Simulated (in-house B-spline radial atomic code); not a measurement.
## RPA and G0W0 on HSE06: the iodine ion I²⁴⁺

Configuration [Ar] 3d10 4s1, highest spin, mean-field start HSE06. Computed with an all-electron radial atomic-structure program (B-spline basis): all electrons, non-relativistic, point nucleus, each spin shell either full or empty, empty states to l = 9 with an (l + 1/2)⁻⁴ tail; G0W0 by contour deformation at full frequency.

Without relativity these are model numbers: it shifts the levels of so heavy an element strongly and can reorder them.

Command:
```bash
python run_gw.py task.json out
```
Settings (radii: box in bohr, nucleus in fm):
```
Z                        53
electrons                29
configuration            [Ar] 3d10 4s1
hamiltonian              nr
method                   hse06
lmax                     9
spin_polarised           True
box_radius               3.58
intervals                48
ion_configuration        [Ar] 3d10
```

Cost of the run: 4.9 s on 1 thread of Arm Neoverse N1, on a shared host.

Energies (hartree):

```json
{"term": "mean-field total", "value": "-6653.40127"}
{"term": "Hartree-Fock functional on these orbitals", "value": "-6652.54687"}
{"term": "direct second order", "value": "-2.3637"}
{"term": "second-order exchange", "value": "0.69845"}
{"term": "SOSEX correction", "value": "0.67238"}
```

Task: What is the RPA correlation energy, and what remains with SOSEX?

Result: RPA gives -2.2247 hartree (-2.09 eV per electron); RPA + SOSEX gives -1.5524, and the second-order doubles -1.6653 hartree (no singles). RPA lacks exchange-type terms and so overcorrelates at short range.

Quasi-particle levels (eV):

```csv
level,occupied,mean field,Σx - vxc,Σc,QP weight,G0W0
4s up,yes,-767.98,-8.49,?,?,?
3d down,yes,-1333.22,-32.77,2.76,0.991,-1363.23
3d up,yes,-1333.96,-32.82,2.78,0.986,-1364.00
3p down,yes,-1555.19,-43.57,5.78,0.985,-1592.99
4s down,no,-755.88,16.06,-3.77,0.980,-743.59
```

G0W0 = mean field + (Σx - vxc) + Σc, with Σc (partial-wave tail included) taken at the quasi-particle energy. Only the outer levels were computed.

Task: Where does G0W0 put 4s up?

Result: At -779.36 eV, with Σc = -2.89 eV and a quasi-particle weight of 0.987. The tabulated removal energy is 800.8 ± 0.4 eV (NIST, semi-empirical); the calculation leaves out relativity, Breit and QED terms, and what these don't explain is the method's own error.

Task: What does it cost to remove one electron (to [Ar] 3d10) by differences of total energies, each species on its own start (correlation terms add to the Hartree-Fock functional)?

Result: HSE06 780.04 eV, Hartree-Fock functional 776.20 eV, + RPA 778.63 eV, + RPA + SOSEX 777.45 eV, + second order 777.69 eV. Tabulated: 800.8 ± 0.4 eV (NIST, semi-empirical); the calculation leaves out relativity, Breit and QED terms, and what these don't explain is the method's own error.
